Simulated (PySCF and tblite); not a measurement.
C₈H₁₃NSe, numbered as in [CH3:1][CH:2]([CH3:3])[c:4]1[cH:5][cH:6][n:7]([CH2:8][SeH:9])[cH:10]1.

Search: ETKDG and KDG, UFF, GFN2-xTB, 150 starts; geometries at GFN2-xTB. Energies: CAM-B3LYP-D3(BJ)/6-31G*, with GFN2-xTB thermal terms (modes under about 100 cm⁻¹ blended into free rotors). Symmetry numbers and mirror images are counted. Conformers within 2.5 kcal/mol (GFN2-xTB free energy) were kept, 4 at most. GIAO shieldings: CAM-B3LYP/6-31G*. Shifts are against NH3 (¹⁵N) at the same level. Codes: tblite and PySCF.

Torsions listed: C1–C2–C4–C5, C6–N7–C8–Se9, N7–C8–Se9–H9. Of a mirror pair one member is shown.

| conformer | shape | symmetry | E(GFN2) kcal/mol | E(DFT) kcal/mol |
| --- | --- | --- | --- | --- |
| 1 | 64°, -88°, 58° | C1 (pair) | 0.02 | 0.00 |
| 2 | 59°, 88°, 58° | C1 (pair) | 0.00 | 0.01 |
| 3 | -122°, -89°, -58° | C1 (pair) | 0.17 | 0.66 |
| 4 | -122°, -88°, 58° | C1 (pair) | 0.18 | 0.66 |

Q: How much do the weights at 298.15 K and the averaged shift of N7 depend on how the conformers are weighted?

A: 
```json
{"weighting": "DFT energy with thermal terms, symmetry and mirror images (full scheme)", "1 (%)": "35", "2 (%)": "35", "3 (%)": "15", "4 (%)": "15", "δ (ppm)": "153.4", "rms dipole (D)": "1.33"}
{"weighting": "DFT energy with symmetry and mirror images", "1 (%)": "38", "2 (%)": "37", "3 (%)": "12", "4 (%)": "12", "δ (ppm)": "153.2", "rms dipole (D)": "1.33"}
{"weighting": "bare DFT energy", "1 (%)": "38", "2 (%)": "37", "3 (%)": "12", "4 (%)": "12", "δ (ppm)": "153.2", "rms dipole (D)": "1.33"}
{"weighting": "GFN2-xTB energy with symmetry and mirror images", "1 (%)": "28", "2 (%)": "29", "3 (%)": "22", "4 (%)": "21", "δ (ppm)": "153.9", "rms dipole (D)": "1.33"}
{"weighting": "GFN2-xTB free energy", "1 (%)": "25", "2 (%)": "26", "3 (%)": "25", "4 (%)": "24", "δ (ppm)": "154.1", "rms dipole (D)": "1.33"}
{"weighting": "leading conformer alone", "1 (%)": "100", "2 (%)": "0", "3 (%)": "0", "4 (%)": "0", "δ (ppm)": "152.4", "rms dipole (D)": "1.32"}
{"weighting": "equal weights", "1 (%)": "25", "2 (%)": "25", "3 (%)": "25", "4 (%)": "25", "δ (ppm)": "154.2", "rms dipole (D)": "1.33"}
{"weighting": "full scheme, search stopped after three starts", "1 (%)": "41", "2 (%)": "41", "3 (%)": "18", "4 (%)": "0", "δ (ppm)": "153.0", "rms dipole (D)": "1.33"}
```

The largest departure from the full scheme, 1.1 ppm, comes with: leading conformer alone.

Spin–orbit effects of the heavy atoms on shieldings are missing. Unscaled ¹⁵N shifts at such levels can be off by tens of ppm; differences between conformers or isomers are more reliable. For its torsions the set is small; conformers may be missing.


¹⁵N shifts are against a computed isolated NH3 molecule, about 20 ppm from the liquid.